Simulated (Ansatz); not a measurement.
Molecule: methylhydroxycarbene, C$_{2}$H$_{4}$O (charge 0, singlet). 
Coordinates optimised at B3LYP-D3(BJ)/def2-TZVP (Ansatz, a program for electronic structure):
```xyz
7

C      1.0833    -0.3696     0.0143
C     -0.1145     0.2918    -0.5715
O     -1.1364     0.2785     0.2315
H      1.3952    -1.1729    -0.6596
H      1.9063     0.3509     0.0163
H      0.9397    -0.7737     1.0339
H     -0.9626    -0.1653     1.1007
```
Charge 0, spin multiplicity 1.

Basis-set convergence of Hartree-Fock and CCSD(T) correlation energies (hartree) with Ansatz. Cores are frozen in the correlated levels unless marked. No spin-orbit coupling. Non-relativistic.

The Hartree-Fock reference is unstable (checked in the largest basis), which strains HF and MP2. 

| basis | functions | E(HF) | E(corr, CCSD(T)) |
|---|---|---|---|
| cc-pVDZ | - | -152.84441 | -0.49684 |
| cc-pVTZ | 146 | (withheld) | (withheld) |

Question: Complete the blanks.

Answer: 
- cc-pVTZ, E(HF): -152.89065
- cc-pVTZ, E(corr, CCSD(T)): -0.60931
